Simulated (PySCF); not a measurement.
C6H14AlO2 (SMILES CC(C)[O][Al][O]C(C)C), doublet, geometry from GFN2-xTB (such geometries of metal compounds can be far from the true shape) (the spin is typed, not shown lowest); HF/6-31G (PySCF).

The PySCF input:
```python
from pyscf import gto, scf

mol = gto.Mole()
mol.atom = '''
    Al   -0.064890    0.073021   -0.021643
    O    -0.741677   -0.067971    1.489594
    C    -1.344655   -0.245428    2.745647
    C    -0.785901   -1.500565    3.410170
    C    -2.859126   -0.334590    2.580336
    H    -1.098254    0.631331    3.361878
    H    -1.018341   -2.371115    2.800686
    H    -1.218340   -1.629945    4.399410
    H     0.294714   -1.420291    3.501720
    H    -3.230459    0.562104    2.089713
    H    -3.109404   -1.195462    1.964174
    H    -3.340962   -0.435574    3.549887
    O     0.654082    0.534049   -1.447288
    C     1.311141    0.868300   -2.642795
    C     1.030304   -0.198816   -3.697153
    C     2.808491    1.011226   -2.385427
    H     0.909036    1.832314   -2.986642
    H     1.419724   -1.156983   -3.360070
    H     1.501016    0.067444   -4.640459
    H    -0.042191   -0.294808   -3.849041
    H     2.981514    1.763715   -1.619587
    H     3.211511    0.062910   -2.036523
    H     3.323233    1.305702   -3.296898
'''
mol.basis = '6-31g'
mol.charge = 0
mol.spin = 1
mol.verbose = 4
mol.build()

mf = scf.UHF(mol)
mf.kernel()
```

What does PySCF print? Leave out banner, timings and long lists.


```
PySCF version 2.14.0

[INPUT] verbose = 4
[INPUT] num. atoms = 23
[INPUT] num. electrons = 79
[INPUT] charge = 0
[INPUT] spin (= nelec alpha-beta = 2S) = 1
[INPUT] symmetry False subgroup None
[INPUT] Mole.unit = angstrom
[INPUT] Symbol           X                Y                Z      unit          X                Y                Z       unit  Magmom
[INPUT]  1 Al    -0.064890000000   0.073021000000  -0.021643000000 AA   -0.122624328223   0.137989691342  -0.040899342514 Bohr   0.0
[INPUT]  2 O     -0.741677000000  -0.067971000000   1.489594000000 AA   -1.401566402889  -0.128446574413   2.814924696795 Bohr   0.0
[INPUT]  3 C     -1.344655000000  -0.245428000000   2.745647000000 AA   -2.541029682027  -0.463791703300   5.188520864734 Bohr   0.0
[INPUT]  4 C     -0.785901000000  -1.500565000000   3.410170000000 AA   -1.485137651022  -2.835656882108   6.444287338208 Bohr   0.0
[INPUT]  5 C     -2.859126000000  -0.334590000000   2.580336000000 AA   -5.402965095623  -0.632283464018   4.876128349356 Bohr   0.0
[INPUT]  6 H     -1.098254000000   0.631331000000   3.361878000000 AA   -2.075399275208   1.193042683948   6.353028684201 Bohr   0.0
[INPUT]  7 H     -1.018341000000  -2.371115000000   2.800686000000 AA   -1.924385591416  -4.480757959848   5.292529500904 Bohr   0.0
[INPUT]  8 H     -1.218340000000  -1.629945000000   4.399410000000 AA   -2.302328926603  -3.080149648104   8.313680009673 Bohr   0.0
[INPUT]  9 H      0.294714000000  -1.420291000000   3.501720000000 AA    0.556928745075  -2.683961007185   6.617291764912 Bohr   0.0
[INPUT] 10 H     -3.230459000000   0.562104000000   2.089713000000 AA   -6.104682766636   1.062222613523   3.948985248943 Bohr   0.0
[INPUT] 11 H     -3.109404000000  -1.195462000000   1.964174000000 AA   -5.875921970627  -2.259095772325   3.711750920991 Bohr   0.0
[INPUT] 12 H     -3.340962000000  -0.435574000000   3.549887000000 AA   -6.313503172579  -0.823115566981   6.708314203154 Bohr   0.0
[INPUT] 13 O      0.654082000000   0.534049000000  -1.447288000000 AA    1.236035843008   1.009206347098  -2.734977943370 Bohr   0.0
[INPUT] 14 C      1.311141000000   0.868300000000  -2.642795000000 AA    2.477697400688   1.640849193960  -4.994158753370 Bohr   0.0
[INPUT] 15 C      1.030304000000  -0.198816000000  -3.697153000000 AA    1.946992385044  -0.375707789182  -6.986606610614 Bohr   0.0
[INPUT] 16 C      2.808491000000   1.011226000000  -2.385427000000 AA    5.307278813306   1.910940190039  -4.507803720143 Bohr   0.0
[INPUT] 17 H      0.909036000000   1.832314000000  -2.986642000000 AA    1.717829077370   3.462571634206  -5.643935412123 Bohr   0.0
[INPUT] 18 H      1.419724000000  -1.156983000000  -3.360070000000 AA    2.682889532472  -2.186381000778  -6.349612059367 Bohr   0.0
[INPUT] 19 H      1.501016000000   0.067444000000  -4.640459000000 AA    2.836509148590   0.127450688745  -8.769196602273 Bohr   0.0
[INPUT] 20 H     -0.042191000000  -0.294808000000  -3.849041000000 AA   -0.079729434922  -0.557106379331  -7.273633332222 Bohr   0.0
[INPUT] 21 H      2.981514000000   1.763715000000  -1.619587000000 AA    5.634244896556   3.332938311787  -3.060575864906 Bohr   0.0
[INPUT] 22 H      3.211511000000   0.062910000000  -2.036523000000 AA    6.068876236028   0.118882670496  -3.848470716378 Bohr   0.0
[INPUT] 23 H      3.323233000000   1.305702000000  -3.296898000000 AA    6.280000218117   2.467419180297  -6.230234280626 Bohr   0.0

nuclear repulsion = 508.152551564792
number of shells = 75
number of NR pGTOs = 278
number of NR cGTOs = 113
basis = 6-31g
ecp = {}

******** <class 'pyscf.scf.uhf.UHF'> ********
method = UHF
initial guess = minao
damping factor = 0
level_shift factor = 0
DIIS = <class 'pyscf.scf.diis.CDIIS'>
diis_start_cycle = 1
diis_space = 8
diis_damp = 0
SCF conv_tol = 1e-09
SCF conv_tol_grad = None
SCF max_cycles = 50
direct_scf = True
direct_scf_tol = 1e-13
number electrons alpha = 40  beta = 39
Set gradient conv threshold to 3.16228e-05
init E= -628.370603501758

cycle= 1 E= -626.700947387478  delta_E= 1.67  |g|= 0.563  |ddm|=    3
cycle= 2 E= -626.811984668669  delta_E= -0.111  |g|= 0.355  |ddm|= 0.732
cycle= 3 E= -626.860966823257  delta_E= -0.049  |g|= 0.0522  |ddm|= 0.321
cycle= 4 E= -626.863703745635  delta_E= -0.00274  |g|= 0.0145  |ddm|= 0.124
cycle= 5 E= -626.864130474328  delta_E= -0.000427  |g|= 0.00845  |ddm|= 0.0435
cycle= 6 E= -626.864464181669  delta_E= -0.000334  |g|= 0.00397  |ddm|= 0.0597
cycle= 7 E= -626.864558470946  delta_E= -9.43e-05  |g|= 0.000944  |ddm|= 0.0453
cycle= 8 E= -626.864562128266  delta_E= -3.66e-06  |g|= 0.000442  |ddm|= 0.00713
cycle= 9 E= -626.864562782504  delta_E= -6.54e-07  |g|= 0.000235  |ddm|= 0.00248
cycle= 10 E= -626.86456299213  delta_E= -2.1e-07  |g|= 0.000102  |ddm|= 0.00164
cycle= 11 E= -626.864563025678  delta_E= -3.35e-08  |g|= 3.51e-05  |ddm|= 0.000685
cycle= 12 E= -626.864563027805  delta_E= -2.13e-09  |g|= 1.96e-05  |ddm|= 0.000139
cycle= 13 E= -626.864563028269  delta_E= -4.64e-10  |g|= 7.6e-06  |ddm|= 5.56e-05
Extra cycle  E= -626.864563028332  delta_E= -6.34e-11  |g|= 4.91e-06  |ddm|= 1.17e-05
converged SCF energy = -626.864563028332  <S^2> = 0.75698161  2S+1 = 2.0069695
```
